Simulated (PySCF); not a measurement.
C₂H₄N, SMILES C=N[CH2], multiplicity 2.

Coordinates come from a B3LYP-D3(BJ)/def2-TZVP optimisation. The isomer is the one that the SMILES or the coordinates give; other isomers of the formula were not compared.

Calculation: PBE/def2-TZVPD in PySCF.

### Question
Estimate the frontier levels, dipole moment and polarisability. (An estimate is asked for; the answer gives what the named calculation found.)

### Answer

| Quantity | Result |
|---|---|
| α spin, highest occupied and lowest empty level | -5.19 and -1.17 eV |
| β spin, highest occupied and lowest empty level | -6.08 and -3.56 eV |
| dipole moment | 1.42 D |
| quadrupole, principal values (traceless, Buckingham form, about the centre of nuclear charge) | -2.43, -1.97, 4.41 D·Å |
| mean static polarisability | 38.4 bohr³ (5.69 Å³) |
| polarisability, principal values | 25.6, 35.6, 54.1 bohr³ |
| ⟨S²⟩ | 0.765 (pure state 0.75) |
